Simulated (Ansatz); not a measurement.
The first iterations of a band of a periodic cell of 17 atoms, Mo16H (host Mo, host structure bcc, interstitial H).

Computed with DFT PBE, scalar-relativistic, plane waves, PAW in Ansatz 0.2.0. Settings: cutoff 420 eV, k mesh 3x3x3, gaussian smearing 0.1 eV, no spin polarisation.

```json
{"movable images": "5", "climbing image": "yes", "spring": "5.0 eV/Å²", "optimiser": "quadratic models (default)", "start path": "IDPP", "force threshold": "0.05 eV/Å", "iteration limit": "80", "end points": "relaxed"}
```

Initial state:

```xyz
17
Lattice="6.3000 0.0000 0.0000 0.0000 6.3000 0.0000 0.0000 0.0000 6.3000" Properties=species:S:1:pos:R:3
Mo -0.003 0.064 -0.047
Mo 3.147 0.009 -0.008
Mo -0.003 3.091 -0.047
Mo -0.003 0.010 3.145
Mo 1.578 1.578 1.572
Mo 3.147 3.146 -0.008
Mo 3.147 0.015 3.159
Mo 4.716 1.578 1.572
Mo -0.003 3.145 3.145
Mo 1.633 4.728 1.611
Mo 1.584 1.578 4.705
Mo 3.147 3.141 3.159
Mo 4.661 4.728 1.611
Mo 4.710 1.578 4.705
Mo 1.579 4.728 4.719
Mo 4.714 4.728 4.719
H -0.003 4.728 0.782
```

Final state:

Only the atoms that move by more than 0.05 Å are listed.
```
Mo3 0.000 3.149 -0.013
Mo4 0.000 0.041 3.206
Mo10 1.636 4.687 1.570
Mo13 4.663 4.687 1.570
H17 0.000 5.514 1.569
```

| iteration | highest image above the first end (eV) | largest band force component (eV/Å) |
| --- | --- | --- |
| 1 | 0.281 | 0.759 |
| 2 | 0.390 | 1.214 |

Question: Does the band converge within its limit, and where does its top end?

Answer: It converged. It ended after 5 iterations with the highest image 0.172 eV above the first end. By the program's own check the climbing image is of a kind that is not told: the force calls were inconclusive, a negative curvature could not be distinguished from the path's own, the only one lies far off the path, or fixed occupations may fill a level only in part (lowest curvatures found: -2.58 and 3.78 eV/Å²). Limits of this set-up: coarse k mesh, odd electron count without spin, a small cell, in which the defect meets its images.

Run time: 4.5 min on 4 threads of AMD EPYC 9R45 96-Core Processor (Zen 5) (shared host), peak memory 3.2 GiB.
